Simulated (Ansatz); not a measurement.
Total energies of Hf2Si2 from Ansatz at PBE-D4/def2-TZVP, gas phase (1 Eh = 27.2114 eV = 2625.5 kJ/mol). The reference geometry is relaxed at PBE-D4/def2-SVP.

Cartesian coordinates in Å:
```
Hf 0.204 1.588 0.197
Hf -0.001 -0.658 -1.472
Si 1.247 -0.648 0.719
Si -1.450 -0.281 0.556
```

```tsv
state	geometry	energy (Eh)
charge 0 singlet	reference	-674.67573
charge 1 doublet	reference	-674.44778
charge 0 triplet	relaxed at PBE-D4/def2-SVP	-674.65978
charge 0 quintet	relaxed at PBE-D4/def2-SVP	-674.64730
free Hf atom (triplet)	–	-47.87200
free Si atom (triplet)	–	-289.22285
```

In the def2 sets Hf takes a core potential; there is no spin–orbit coupling.

**Question.** Work out the vertical ionisation energy to the doublet.

**Answer.** E(charge 1 doublet) − E(charge 0 singlet) = -674.44778 − (-674.67573) = 0.22795 Eh = 6.20 eV. For comparison, −ε of the highest occupied level is 4.02 eV at this level, 2.18 eV less.

**Question.** Which of the charge 0 states is lowest, and how far above it are the others?

**Answer.** The singlet. triplet: -674.65978 − (-674.67573) = 0.01595 Eh = 41.9 kJ/mol; quintet: -674.64730 − (-674.67573) = 0.02843 Eh = 74.6 kJ/mol.

**Question.** What is the binding energy per atom against free atoms?

**Answer.** Atoms: 2 × (-47.87200) + 2 × (-289.22285) = -674.18970 Eh. Binding: -674.18970 − (-674.67573) = 0.48603 Eh = 13.23 eV, or 3.31 eV for each of 4 atoms (no zero-point energy, no counterpoise term).

The structure comes from a short search, and lower isomers may exist.
